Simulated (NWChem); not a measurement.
System: CsCl; SMILES [Cl][Cs]

The following NWChem deck was run.

```
start job
memory heap 200 mb stack 700 mb global 900 mb
geometry units angstroms noautosym nocenter noautoz
  Cs     0.000000     0.000000    -0.709766
  Cl     0.000000     0.000000     2.230299
end
basis spherical
  Cs library def2-svpd
  Cl library def2-svpd
end
ecp
  Cs library def2-ecp
end
dft
  xc b3lyp
  iterations 150
end
task dft gradient
```

Parts of the log:

```
             Northwest Computational Chemistry Package (NWChem) 7.3.0
             --------------------------------------------------------

                             Geometry "geometry" -> ""
                             -------------------------

 Output coordinates in angstroms (scale by  1.889725989 to convert to a.u.)

  No.       Tag          Charge          X              Y              Z
 ---- ---------------- ---------- -------------- -------------- --------------
    1 Cs                  55.0000     0.00000000     0.00000000    -0.70976600
    2 Cl                  17.0000     0.00000000     0.00000000     2.23029900

 Effective nuclear repulsion energy (a.u.)     168.2890438867

                                 NWChem DFT Module
                                 -----------------

 Summary of "ao basis" -> "ao basis" (spherical)
 ------------------------------------------------------------------------------
       Tag                 Description            Shells   Functions and Types
 ---------------- ------------------------------  ------  ---------------------
 Cs                        def2-svpd                11       27   5s4p2d
 Cl                        def2-svpd                11       27   5s4p2d

            General Information
            -------------------
          SCF calculation type: DFT
          Wavefunction type:  closed shell.
          No. of atoms     :     2
          No. of electrons :    26
           Alpha electrons :    13
            Beta electrons :    13
          Charge           :     0
          Spin multiplicity:     1
          Use of symmetry is: off; symmetry adaption is: off
          Maximum number of iterations: 150
          AO basis - number of functions:    54
                     number of shells:    22
          Convergence on energy requested:  1.00D-06
          Convergence on density requested:  1.00D-05
          Convergence on gradient requested:  5.00D-04

              XC Information
              --------------
                         B3LYP Method XC Potential
                     Hartree-Fock (Exact) Exchange  0.200
                        Slater Exchange Functional  0.800 local
                    Becke 1988 Exchange Functional  0.720 non-local
              Lee-Yang-Parr Correlation Functional  0.810
                  VWN I RPA Correlation Functional  0.190 local

             Grid Information
             ----------------
          Grid used for XC integration:  medium
          Radial quadrature: Mura-Knowles
          Angular quadrature: Lebedev.
          Tag              B.-S. Rad. Rad. Pts. Rad. Cut. Ang. Pts.
          ---              ---------- --------- --------- ---------
          Cs                  2.60      123          28.0       590
          Cl                  1.00       88          16.0       590
          Grid pruning is: on
          Number of quadrature shells:   211
          Spatial weights used:  Erf1

      Superposition of Atomic Density Guess
      -------------------------------------

 Sum of atomic energies:        -481.93726800

      Non-variational initial energy
      ------------------------------

 Total energy =    -479.055879
 1-e energy   =    -722.074278
 2-e energy   =     215.480191
 HOMO         =      -0.434564
 LUMO         =      -0.045505

   convergence    iter        energy       DeltaE   RMS-Dens  Diis-err
 ---------------- ----- ----------------- --------- --------- ---------
 d= 0,ls=0.0,diis     1   -480.2776172818 -5.08D+02  2.64D-02  2.70D-01
 d= 0,ls=0.0,diis     2   -480.2401520993  3.75D-02  1.60D-02  4.86D-01
 d= 0,ls=0.0,diis     3   -480.3217789528 -8.16D-02  1.18D-03  4.37D-03
 d= 0,ls=0.0,diis     4   -480.3225254583 -7.47D-04  2.12D-04  4.35D-05
 d= 0,ls=0.0,diis     5   -480.3225343231 -8.86D-06  5.27D-05  4.32D-06
 d= 0,ls=0.0,diis     6   -480.3225350503 -7.27D-07  1.37D-05  5.21D-07
 d= 0,ls=0.0,diis     7   -480.3225351433 -9.31D-08  2.58D-06  1.96D-09

         Total DFT energy =     -480.322535143345
      One electron energy =     -725.782900103651
           Coulomb energy =      249.446006975257
    Exchange-Corr. energy =      -31.523849196410
 Nuclear repulsion energy =       27.538207181458

 Numeric. integr. density =       26.000000171774

                       DFT Final Molecular Orbital Analysis
                       ------------------------------------

 Vector   11  Occ=2.000000D+00  E=-2.127142D-01
              MO Center=  1.5D-11, -4.8D-11,  2.1D+00, r^2= 2.0D+00
   Bfn.  Coefficient  Atom+Function         Bfn.  Coefficient  Atom+Function
  ----- ------------  ---------------      ----- ------------  ---------------
    41      0.586386  2 Cl pz                38      0.452080  2 Cl pz
    35      0.264039  2 Cl pz                 8      0.188467  1 Cs pz
     2      0.176124  1 Cs s                 44      0.136285  2 Cl pz
    20     -0.106316  1 Cs d  0               4     -0.088196  1 Cs s
     1     -0.070517  1 Cs s                 11      0.044383  1 Cs pz

 Vector   12  Occ=2.000000D+00  E=-2.096798D-01
              MO Center=  2.0D-09,  1.1D-09,  2.2D+00, r^2= 1.5D+00
   Bfn.  Coefficient  Atom+Function         Bfn.  Coefficient  Atom+Function
  ----- ------------  ---------------      ----- ------------  ---------------
    39      0.433888  2 Cl px                40      0.394836  2 Cl py
    36      0.334941  2 Cl px                37      0.304795  2 Cl py
    33      0.195235  2 Cl px                34      0.177663  2 Cl py
    42      0.127225  2 Cl px                43      0.115774  2 Cl py
     6     -0.044800  1 Cs px                21     -0.044931  1 Cs d  1

 Vector   13  Occ=2.000000D+00  E=-2.096798D-01
              MO Center=  3.4D-09, -4.0D-09,  2.2D+00, r^2= 1.5D+00
   Bfn.  Coefficient  Atom+Function         Bfn.  Coefficient  Atom+Function
  ----- ------------  ---------------      ----- ------------  ---------------
    40     -0.433888  2 Cl py                39      0.394836  2 Cl px
    37     -0.334941  2 Cl py                36      0.304795  2 Cl px
    34     -0.195235  2 Cl py                33      0.177663  2 Cl px
    43     -0.127225  2 Cl py                42      0.115774  2 Cl px
     7      0.044800  1 Cs py                19     -0.044931  1 Cs d -1

 Vector   14  Occ=0.000000D+00  E=-5.236258D-02
              MO Center=  3.5D-08,  2.1D-08, -1.9D+00, r^2= 9.9D+00
   Bfn.  Coefficient  Atom+Function         Bfn.  Coefficient  Atom+Function
  ----- ------------  ---------------      ----- ------------  ---------------
     4      1.029943  1 Cs s                  2     -0.365521  1 Cs s
    32     -0.239647  2 Cl s                 14     -0.222434  1 Cs pz
     5      0.196918  1 Cs s                  3     -0.190344  1 Cs s
     8      0.168672  1 Cs pz                 1      0.149836  1 Cs s
    44      0.120154  2 Cl pz                25      0.077538  1 Cs d  0

 Vector   15  Occ=0.000000D+00  E=-7.090080D-03
              MO Center=  1.6D-08,  2.2D-09, -1.6D+00, r^2= 3.1D+01
   Bfn.  Coefficient  Atom+Function         Bfn.  Coefficient  Atom+Function
  ----- ------------  ---------------      ----- ------------  ---------------
    12      0.663235  1 Cs px                15      0.341104  1 Cs px
    26      0.318475  1 Cs d  1               6     -0.191758  1 Cs px
    13      0.159790  1 Cs py                21      0.124205  1 Cs d  1
    16      0.082181  1 Cs py                24     -0.076729  1 Cs d -1
    42      0.060715  2 Cl px                 7     -0.046199  1 Cs py

 Vector   16  Occ=0.000000D+00  E=-7.090080D-03
              MO Center=  8.1D-09,  1.9D-08, -1.6D+00, r^2= 3.1D+01
   Bfn.  Coefficient  Atom+Function         Bfn.  Coefficient  Atom+Function
  ----- ------------  ---------------      ----- ------------  ---------------
    13      0.663235  1 Cs py                16      0.341104  1 Cs py
    24     -0.318475  1 Cs d -1               7     -0.191758  1 Cs py
    12     -0.159790  1 Cs px                19     -0.124205  1 Cs d -1
    15     -0.082181  1 Cs px                26     -0.076729  1 Cs d  1
    43      0.060715  2 Cl py                 6      0.046199  1 Cs px

     Multipole analysis of the density
     ---------------------------------

     L   x y z        total         alpha         beta         nuclear
     -   - - -        -----         -----         ----         -------
     0   0 0 0     -0.000000    -13.000000    -13.000000     26.000000

     1   1 0 0     -0.000000     -0.000000     -0.000000      0.000000
     1   0 1 0      0.000000      0.000000      0.000000      0.000000
     1   0 0 1     -4.211530    -31.894639    -31.894639     59.577748

     2   2 0 0    -24.950473    -12.475237    -12.475237      0.000000
     2   1 1 0     -0.000000     -0.000000     -0.000000      0.000000
     2   1 0 1     -0.000000     -0.000000     -0.000000      0.000000
     2   0 2 0    -24.950473    -12.475237    -12.475237      0.000000
     2   0 1 1      0.000000      0.000000      0.000000      0.000000
     2   0 0 2    -37.713267   -177.940195   -177.940195    318.167123

[...]

                         DFT ENERGY GRADIENTS

    atom               coordinates                        gradient
                 x          y          z           x          y          z
   1 Cs      0.000000   0.000000  -1.341263    0.000000  -0.000000   0.007212
   2 Cl      0.000000   0.000000   4.214654   -0.000000   0.000000  -0.007212
```

Level: B3LYP/def2-SVPD with def2 effective core potentials on Cs. The geometry was optimised at PBE-D3(BJ)/def2-SVP. B3LYP is NWChem's, with the RPA form of VWN correlation. def2 effective core potentials on Cs; no spin-orbit coupling.
